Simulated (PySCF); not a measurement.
# Two-component Hartree-Fock for Zn³⁺ (zinc, charge +3)

Start: [Ar] 3d9; 3d3/2 filled at m_j = -3/2, -1/2, +1/2, +3/2; 3d5/2 filled at m_j = -3/2, -1/2, +1/2, +3/2, +5/2. Calculated with PySCF 2.14 in x2c-SVPall-2c (5s5p3d1f, 42 functions): generalised Hartree-Fock with the X2C-1e Hamiltonian and a Gaussian nucleus; one run each with spin-orbit coupling (SO) switched off, then screened by Boettger's factors.

```csv
spinor shell,electrons,"ε, spin-free (eV)","ε, screened SO (eV)",weight of nominal j (screened SO),"rms radius, screened SO (bohr)"
1s1/2,2,-9771.0,-9770.9,1.000,0.0581
2s1/2,2,-1277.1,-1277.1,1.000,0.244
2p1/2,2,-1109.1,-1125.8,0.999,0.217
2p3/2,4,-1109.1,-1100.9,1.000,0.220
3s1/2,2,-200.06,-200.04,1.000,0.730
3p1/2,2,-147.55,-151.01,0.952,0.768
3p3/2,4,-147.55,-145.84,0.976,0.775
3d3/2,4,-63.271,-63.989,0.826,0.907
3d5/2,5,-63.271,-62.706,0.861,0.916
```

| quantity | spin-free | screened SO |
| --- | --- | --- |
| E (hartree) | -1791.67198 | -1791.71691 |
| M_J | 5/2 | 5/2 |
| ⟨J²⟩ | 8.753 | 8.753 |
| ⟨L²⟩ | 6.002 | 6.003 |
| ⟨S²⟩ | 0.750 | 0.752 |

Each row is a mean over spinors that exchange with the open shell spreads, by up to 7.969 eV (3p3/2).

Rows whose weight is well below 1 are mixtures of j = l ± 1/2: exchange outweighs spin-orbit coupling there, and the label is only the starting occupation.

Without spin-orbit coupling the j labels of p, d and f shells carry no meaning; the spin-free column gives the mean over the occupied spinors of each nl shell.
